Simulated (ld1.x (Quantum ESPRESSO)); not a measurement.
**P: from the effect back to the setting (PAW)**

Base potential:

P (Z = 15), PAW, made with ld1.x (Quantum ESPRESSO) 7.5 (revPBE, scalar-relativistic). Core [Ne], reference 3s2 3p2 (charge +1). Waves: 3s (bound): rcut 1.40, rcutus 1.50 bohr; 3s channel at 2.2 Ry: rcut 1.40, rcutus 1.50 bohr; 3p (bound): rcut 1.65, rcutus 2.05 bohr; 3p channel at 0.1 Ry: rcut 1.65, rcutus 2.05 bohr. Local part: all-electron potential smoothed inside 1.25 bohr (lloc = -2). Core correction: a·sin(br)/r model core, default radius (ld1.x builds one for every PAW set, though the input has nlcc=.false.). Augmentation charge: PSQ, inside the norm-conserving radii.

Cutoffs, loose and tight: the cutoffs (Ry, on a coarse ladder) from which the occupation-weighted sum of valence levels, in a spherical-Bessel basis at the reference potential, stays within 10 and 1 mRy of its value at 400 Ry. They do not see the model core or the augmentation charge, which bear on the density cutoff. Test errors are all-electron minus pseudo excitation energies from the reference, over the configurations 3s2 3p3; 3s2 3p1; 3s2 3p0; 3s1 3p3; 3s2 3p2.5; 3s2 3p3.3; 3s1 3p4; variants that change the core or the reference have their own tests.

Only the scale of all radii but the core radius (base = 1) is moved (3 further runs of the sweep failed or gave no value and are left out):

| scale of all radii but the core radius (base = 1) | cutoff, loose | cutoff, tight | bound ghosts | largest test error (meV) |
| --- | --- | --- | --- | --- |
| 0.96 | 18 Ry | 25 Ry | none | +3.0 |
| 1.13 | 12 Ry | 15 Ry | none | -21 |
| 1.22 | 10 Ry | 15 Ry | none | test run stopped at test 3 of 7 (negative rho), 1 before it not solved |
| 1.37 | 8 Ry | 12 Ry | none | test run stopped at test 3 of 7 (negative rho), 1 before it not solved |

Problem. One more run gave cutoff, loose: 15 Ry; cutoff, tight: 21 Ry; bound ghosts: none; largest test error (meV): -7.7. Which value of the scale of all radii but the core radius (base = 1) was used?

Solution. 1. The loose cutoff moves one way along this sweep, from 18 Ry at 0.96 to 8 Ry at 1.37, which places the run between 0.96 and 1.13.
